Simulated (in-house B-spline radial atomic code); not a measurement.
**Br: [Ar] 3d9 4s2 4p6 (an excited or competing configuration)**

Level of theory: non-relativistic r2SCAN0, spin-polarised, spherical fractional occupations, point nucleus; calculated with an all-electron radial atomic-structure program (B-spline basis).

Screening seen three ways: the hydrogenic charge with the same mean radius, Z_r = [3n² - l(l+1)]/(2<r>), the one with the same energy, Z_e = n√(-2ε), and Slater's rules. Values are occupation-weighted means over spin.

| shell | electrons | ε (eV) | <r> (bohr) | Z_r | Z_e | Slater |
| --- | --- | --- | --- | --- | --- | --- |
| 1s | 2 | -13191 | 0.04369 | 34.33 | 31.14 | 34.70 |
| 2s | 2 | -1732.4 | 0.1934 | 31.03 | 22.57 | 30.85 |
| 2p | 6 | -1560.2 | 0.1671 | 29.92 | 21.42 | 30.85 |
| 3s | 2 | -256.73 | 0.5556 | 24.30 | 13.03 | 23.75 |
| 3p | 6 | -195.35 | 0.5607 | 22.29 | 11.37 | 23.75 |
| 3d | 9 | -86.366 | 0.5699 | 18.42 | 7.56 | 14.20 |
| 4s | 2 | -24.679 | 1.648 | 14.57 | 5.39 | 8.10 |
| 4p | 6 | -10.923 | 1.972 | 11.66 | 3.58 | 8.10 |

The least bound orbital is 4p down at -10.84 eV, and it is also the most diffuse (<r> = 1.98 bohr). The part-filled 3d shell lies below the filled 4p shell in orbital energy.

Caution: exact exchange at fractional occupations of open shells leaves self-interaction of up to several eV.
